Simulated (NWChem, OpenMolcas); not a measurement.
How basis sets differ on CH5BO2 (SMILES COBO)

The species is CH5BO2 (9 atoms), meant as a singlet with charge 0. SMILES: `COBO`. Geometry: relaxed at PBE0-D4/def2-TZVP. This is one conformer, not always the lowest.

Each level gives the HOMO–LUMO gap (eV). The values are calculated.

```csv
level,kind,program,value (eV),CPU time
HF/ANO-R0 (sfX2C),Hartree–Fock,OpenMolcas,17.12,6.3 s
HF/ANO-RCC-MB (DKH2),Hartree–Fock,OpenMolcas,18.25,4.3 s
HF/STO-3G,Hartree–Fock,NWChem,19.32,1.2 s
HF/3-21G,Hartree–Fock,OpenMolcas,17.96,3.5 s
HF/ANO-L-VDZP (RICD fitting),Hartree–Fock,OpenMolcas,14.61,5.6 s
HF/cc-pVDZ,Hartree–Fock,OpenMolcas,17.49,10 s
```

The values span 14.61 to 19.32 eV. A Hartree–Fock LUMO above zero doesn't converge with the basis: it sinks as sets grow more diffuse. Orbital gaps aren't excitation energies. Times are those of the runs behind each value, whatever else they computed, on shared processors of several kinds: orders of magnitude only.
